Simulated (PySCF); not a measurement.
**NMR data sheet: C$_{2}$H$_{10}$BN**

- Formula: C2H10BN
- SMILES: C[BH-](C)[NH3+]
- InChI: InChI=1S/C2H10BN/c1-3(2)4/h3H,1-2,4H3
- Point group of the computed structure: Cs
- Carbon signals: 1
- Proton signals: 3

Atoms are numbered as in `[CH3:1][BH-:2]([CH3:3])[NH3+:4]`. Hydrogens are named by the atom that carries them.

PySCF calculation with shieldings: GIAO PBE/pcSseg-2, J: B3LYP/pcJ-1 (spin–dipole term only in couplings to heteroatoms) and geometry from PBE0-D3(BJ)/def2-SVP; a single conformation, equivalent nuclei averaged, non-relativistic, no solvent model.

References, each an isolated molecule treated in the same way: TMS for 1H, 13C; 11B vs BF3·OEt2; 15N vs NH3.

| carbon | δC, type | δH (multiplicity, J in Hz) | HMBC from (abs. J ≥ 3 Hz) | span of the C tensor (ppm) |
| --- | --- | --- | --- | --- |
| C1/C3 | 9.2, CH3 | -0.25 (s) | H(C1)/H(C3) | 21 |

Other nuclei:
```tsv
atoms	nucleus	environment	δ (ppm)	σ (ppm)
H(B2)	1H	hydrogen on a boron bonded to 2 C, N	2.66	28.52
H(N4)	1H	hydrogen on a donor nitrogen of a Lewis adduct	2.36	28.82
B2	11B	boron bonded to 2 C, N, H	-13.8	106.5
N4	15N	donor nitrogen of a Lewis adduct	61.0	200.1
```

Selected couplings (Hz, signed; the shortest-range and largest first, 30 at most; isotopes 13C, 1H, 11B, 15N): 1J(C1,H(C1)) 120.0, 1J(B2,H(B2)) 104.0, 1J(C1,B2) 50.5, 1J(B2,N4) -1.3, 2J(N4,H(B2)) -5.8, 2J(B2,H(C1)) -4.5, 2J(C1,N4) -1.8, 3J(H(C1),H(B2)) 5.5, 3J(N4,H(C1)) -3.8.

- δC 9.2: methyl carbon bonded to B.
- δH 2.66: hydrogen on a boron bonded to 2 C, N.
- δH 2.36: hydrogen on a donor nitrogen of a Lewis adduct; exchangeable; this is the value without hydrogen bonding to other molecules.
- δH -0.25: hydrogen on a methyl carbon bonded to B.
- The protons at -0.25 and 2.66 share a coupling of 5.5 Hz (vicinal).

OH/NH shifts are gas-phase values; hydrogen bonding in solution moves them, usually downfield. Hydrogens on boron are broadened and split by 11B (spin 3/2, 80 %) and 10B (spin 3). A carbon bonded to boron is broadened by the quadrupolar boron nucleus and is often missing from a measured spectrum. Shifts are as computed, not scaled to solution data. Of 1211 compounds with measured shifts, 218 miss one by over three times the rms of a fit or turn the order of signals round; such compounds aren't used in these exercises. Couplings to exchangeable protons are dropped. Experimental scales use liquid or dissolved standards, which lie at an offset from isolated NH3 (liquid NH3: subtract about 20 ppm).
